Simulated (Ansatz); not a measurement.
Consider the ligand exchange at the Si–C bond: `O[SiH2]C1=NC1` + `CO[SiH2]N` → `CO[SiH2]N[SiH2]O` + `C1=NC1`.

Computed with Ansatz on PBE0-D4/def2-TZVP structures; ΔE is electronic, products minus reactants. CCSD(T)/CBS is the MP2 limit (def2-TZVPP, def2-QZVPP) plus CCSD(T) − MP2 in def2-TZVPP, frozen cores. This one scheme is used for every species. DFT in def2-TZVPP. B3LYP here is the variant with VWN-RPA as its local correlation; programs differ in this. Each species was taken in one conformer, which may not be the lowest.

```tsv
level	ΔE (kJ/mol)	difference from CCSD(T)/CBS
r2SCAN-D4	-49.6	2.1
B3LYP-D4	-50.3	1.4
ωB97M-V	-52.5	-0.8
B2PLYP	-46.4	5.3
B3LYP	-41.2	10.5
HF/def2-TZVPP	-48.8	2.9
MP2/def2-TZVPP	-51.9	-0.2
CCSD/def2-TZVPP	-52.2	-0.5
MP2/def2-QZVPP	-51.4	0.3
SCS-MP2/def2-QZVPP	-50.5	1.2
CCSD(T)/CBS	-51.7	0
```

Largest T1 diagnostic among the species: 0.012.

In def2-TZVPP, CCSD(T) changes the Hartree–Fock value by −3.7 kJ/mol (the triples alone add −0.3 kJ/mol) and MP2 by −3.0 kJ/mol. From PBE to PBE0 (25 % exact exchange), in def2-TZVPP and without D4, ΔE moves by −4.7 kJ/mol. The D4 term adds −9.1 kJ/mol with B3LYP and −5.1 kJ/mol with PBE0; it sums over pairs of atoms, weighted by their polarisabilities, and B3LYP, whose exchange is more repulsive, gets the larger term.
